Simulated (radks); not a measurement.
Results of a calculation; reference values are marked as such.
Species: Gd II. Configuration: [Xe] 4f7 5d1 6s1 (the NIST ground configuration). Code: a radial shooting solver on a logarithmic mesh with Libxc functionals. Model: Dirac Kohn-Sham, LDA (Slater exchange, Perdew-Wang correlation), spin-unpolarised, spherical densities, point nucleus; open shells are shared between the two j in proportion to 2j + 1; speed of light set to 411.108 atomic units (3 times the physical value, a model run).

Normalised radial functions P(r) = r R(r) (large component), r in bohr:

```
   r/bohr * 4f5/2, o 6s1/2 (the largest magnitude, 1.11, reaches the edge; | marks zero, & curves that meet)
 0.004251                             *o
 0.005761                             *o
 0.007808                             *o
  0.01058                             *o
  0.01446                             *o
  0.01959                             *o
  0.02655                             &
  0.03628                            o*
  0.04916                           o *
  0.06663                           o |*
   0.0903                            o|*
   0.1234                             |o *
   0.1672                             |  o   *
   0.2266                             |  o        *
   0.3096                            o|                  *
   0.4195                         o   |                        *
   0.5686                          o  |                          *
   0.7706                             |  o                    *
    1.053                             |      o          *
    1.427                             |   o       *
    1.934                         o   |     *
    2.642                 o           |  *
     3.58               o             |*
    4.852                   o         *
    6.576                        o    *
    8.984                            o*
    12.18                             &
```

4f5/2: eigenvalue -19.072 eV, 0 radial nodes, <r> = 0.827 bohr, 90 % of the charge inside 1.40 bohr. 6s1/2: eigenvalue -8.961 eV, 5 radial nodes at r = 0.0299, 0.114, 0.292, 0.674, 1.69 bohr, <r> = 3.81 bohr, 90 % of the charge inside 5.51 bohr.
